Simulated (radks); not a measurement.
All-electron atom: Ho61+ in [He] 2s2 2p2.

Calculated with a radial shooting solver on a logarithmic mesh with Libxc functionals: non-relativistic Kohn-Sham, TPSS, spin-polarised, spherical densities, point nucleus; open shells are filled with parallel spins first (spin-orbit coupling, left out, can overturn this in heavy ions); meta-GGA in the generalised Kohn-Sham scheme; relativity is left out, which matters for an element this heavy.

Energy parts (hartree):
total: -6518.2849
kinetic: 6518.0943
electron-nucleus: -13248.4998
Hartree: 285.2697
exchange-correlation: -73.1492

Orbitals (lengths in bohr, moments of r in powers of bohr; <r^-3> diverges for s and p1/2):
orbital  occ.  eigenvalue (hartree)      <r>  <1/r>  <r^-3>
1s up       1             -2131.894  0.02257  66.57       -
1s down     1             -2130.519  0.02256  66.61       -
2s up       1             -502.7283  0.09235  16.18       -
2s down     1             -500.5360  0.09257  16.13       -
2p up       2             -495.1652  0.07776  16.12   11320
2p down     0             -492.2602  0.07799  16.09   11270
3s up       0             -217.2517   0.2116  7.041       -
3s down     0             -216.6619   0.2120  7.023       -
3p up       0             -214.6535   0.1980  7.014    3214
3p down     0             -213.9499   0.1985  7.001    3206

The highest occupied level is 2p up at -13474.1 eV. Summed over all electrons, <r^2> = 0.03587 bohr^2, which gives a Langevin (diamagnetic) susceptibility term of -0.0284 x 10^-6 cm^3/mol. The density falls to 0.001 e/bohr^3 at r = 0.34 bohr. The electron density at the nucleus is 2.113e+05 e/bohr^3.
